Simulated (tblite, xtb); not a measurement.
hexafluoropropene (C3F6), singlet, at a GFN2-xTB geometry. Base run: xtb with GFN1-xTB.

The xtb input:
```
$ xtb mol.xyz --gfn 1 --json

# file mol.xyz
9

F      2.49184748    -0.18829557     0.79842098
C      1.31418502     0.24683492     0.42467974
F      1.26067366     1.55824784     0.42112146
C      0.28229877    -0.52520184     0.08521556
F      0.37606850    -1.85663792     0.10149667
C     -1.06436063     0.03101770    -0.34154878
F     -1.61086992     0.78624932     0.61807922
F     -0.95447491     0.80748822    -1.42550070
F     -1.91799358    -0.94215242    -0.62584863
```

Programs used: tblite, xtb; a row that names a program was run with it.

Variants of this job, named by their change:

| change | ΔE vs base (mEh) | HOMO-LUMO gap (eV) | dipole (D) | G_solv (kcal/mol) | SCF cycles |
|---|---|---|---|---|---|
| base | 0.000 | 4.96 | 1.02 | - | 10 |
| alpb = dmso | -2.532 | 4.97 | 1.08 | -1.64 | 10 |
| etemp = 10000 | -8.372 | 4.99 | 0.86 | - | 9 |
| etemp = 1000 | 0.000 | 4.96 | 1.02 | - | 10 |
| program = tblite; method = gfn1; option = --spin-polarized | 0.000 | - | - | - | - |
| program = tblite; method = gfn1 | 0.000 | - | - | - | - |
| alpb = thf | -0.903 | 4.97 | 1.07 | -0.61 | 10 |
| acc = 0.1 | 0.000 | 4.96 | 1.02 | - | 11 |
| program = tblite; method = gfn1; option = (--efield, 0,0,0.1) | -0.262 | - | - | - | - |
| etemp = 5000 | -0.204 | 4.96 | 1.02 | - | 10 |
| gbsa = acetonitrile | -1.970 | 4.98 | 1.09 | -1.40 | 10 |
| program = tblite; method = gfn1; option = (--alpb, water) | 6.609 | - | - | - | - |
| program = tblite; method = gfn1; option = --grad | 0.000 | - | - | - | - |

ALPB and GBSA are two models with their own fitted parameters for each solvent, which aren't always the measured dielectric constant.
